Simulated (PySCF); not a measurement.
Computed shifts of a molecule C6H6O, PBE/pcSseg-1 (PySCF), GIAO, gas phase, equivalent atoms averaged, in ppm (number of nuclei): ¹³C: 208.1 (1), 152.5 (1), 145.7 (1), 145.5 (1), 124.3 (1), 49.0 (1). ¹H: 7.27 (1), 7.02 (1), 6.53 (1), 5.94 (1), 3.40 (2). References: ¹³C against TMS (σ = 182.0 ppm); ¹⁷O against H2O (σ = 334.3 ppm); ¹H against TMS (σ = 31.49 ppm), references at their B3LYP-D3(BJ)/def2-TZVP geometries, non-relativistic. Geometry: PBE-D3(BJ)/def2-SVP. The values are those of a single conformer.

**Question.** Identify the compound among the candidates.
A. C#CC1=CCOC1
B. C=C1C=CCC1=O
C. C#CCC1=COC1
D. CC1=CC=CC1=O

**Answer.** B, C=C1C=CCC1=O
